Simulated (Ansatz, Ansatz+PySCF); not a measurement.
```yaml
atoms:
  - { symbol: F, position_ang: [0.0000, 0.6747, -1.1926] }
  - { symbol: B, position_ang: [0.0000, 0.0000, 0.0000] }
  - { symbol: F, position_ang: [0.0000, 0.6747, 1.1926] }
```

Basis set: def2-SVP (spherical functions). Frozen core: 3 orbitals. Charge 0, multiplicity 2.

Computed with Ansatz (development build ahead of 0.2.0); each method stands on the lowest determinant of its kind that the runs found.

(1) Give the atomization energy at this shape (free ground-state atoms in the same class of orbitals less the molecule, no zero-point energy) of doublet BF2 by UHF-CCSD(T), UHF-MP2, ROHF, UHF.

Answers

(1)

| method | atomization energy |
| --- | --- |
| UHF-CCSD(T) | 1169.9 kJ/mol |
| UHF-MP2 | 1253.1 kJ/mol |
| ROHF | 962.7 kJ/mol |
| UHF | 938.6 kJ/mol |
